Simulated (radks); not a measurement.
The numbers below are computed, except where a source is named.
Initial-state core-level shifts of neutral silver when its valence configuration changes from [Kr] 4d10 5s1. Level of theory: scalar-relativistic Kohn-Sham, PBE, spin-polarised, spherical densities, point nucleus; open shells are filled with parallel spins first (spin-orbit coupling, left out, can overturn this in heavy ions) (a radial shooting solver on a logarithmic mesh with Libxc functionals). Shifts are changes of the shell-averaged eigenvalues in eV (positive: less bound).

valence,1s,3p,3d,4p
4d10 5p1,-1.953,-1.917,-1.912,-1.998
4d10 5s0.5 5p0.5,-1.035,-1.017,-1.014,-1.058
4d8 5s1 5p2,-11.911,-12.221,-12.265,-11.058
4d9 5s1 5p1,-5.929,-6.072,-6.088,-5.631
4d7 5s1 5p3,-18.122,-18.611,-18.694,-16.448
4d8.5 5s1.5 5p1,-8.291,-8.518,-8.548,-7.740
4d9 5p2,-7.509,-7.626,-7.638,-7.227
4d9 5s2,-4.332,-4.494,-4.514,-4.011
4d9.5 5s1 5p0.5,-2.991,-3.058,-3.065,-2.874
